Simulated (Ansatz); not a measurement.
`CC(=N)[SiH3]` + `CC(Cl)I` → `[SiH3]C(Cl)I` + `CC(C)=N` at 700 K and 1 bar (formal exchange of groups at the Si–C bond).

Program: Ansatz. Geometries: PBE0-D4/def2-TZVP. ΔE: electronic, gas phase. CBS: MP2 limit from def2 TZ/QZ plus the TZ coupled-cluster correction, frozen cores. Elements past krypton have def2 core potentials. For I outer-core shells are correlated without core-valence functions, which leaves a few kJ/mol of doubt a bond. One conformer a species, not always the lowest.

| species | CCSD(T)/CBS energy (Eh) | H − E (kJ/mol) | S (J/(mol·K)) |
| --- | --- | --- | --- |
| `CC(=N)[SiH3]` | -424.06845 | 292.3 | 430.1 |
| `CC(Cl)I` | -835.73159 | 205.3 | 407.6 |
| `[SiH3]C(Cl)I` | -1086.74423 | 179.2 | 445.0 |
| `CC(C)=N` | -173.06293 | 318.1 | 394.0 |

H − E and S are ideal-gas, rigid-rotor, harmonic terms from PBE0-D4/def2-TZVP, for one conformer and one mirror image of each species. 1 Eh = 2625.50 kJ/mol, R = 8.31446 J/(mol·K).

Q: By hand: ΔE, ΔH, ΔS and ΔG.

A: ΔE = (-1086.74423) + (-173.06293) − (-424.06845) − (-835.73159) = -0.00712 Eh = -18.7 kJ/mol. Δ(H − E) = 179.2 + 318.1 − 292.3 − 205.3 = -0.3, so ΔH = -19.0 kJ/mol. ΔS = 445.0 + 394.0 − 430.1 − 407.6 = 1.3 J/(mol·K). ΔG = -19.0 − 700 × (1.3)/1000 = -19.9 kJ/mol.

Q: By hand: the equilibrium constant, and the temperature at which ΔG would vanish if ΔH and ΔS stayed fixed.

A: log₁₀ K = −ΔG/(RT ln 10) = 1.5. ΔH and −TΔS have one sign here, so there is no such temperature. One of them is within its doubt of zero, so this could turn.

The number of gas molecules stays the same, so ΔS is small and ΔH decides. A doubt of 5 kJ/mol in ΔE shifts log₁₀ K by 0.4 here. Other conformers and mirror images would add mixing entropy, several J/(mol·K) or more a flexible species. These are equilibria of isolated gas molecules and say nothing of rates. Largest T1 diagnostic: 0.012 (customary marks: 0.02 for closed shells, 0.045 for open ones).
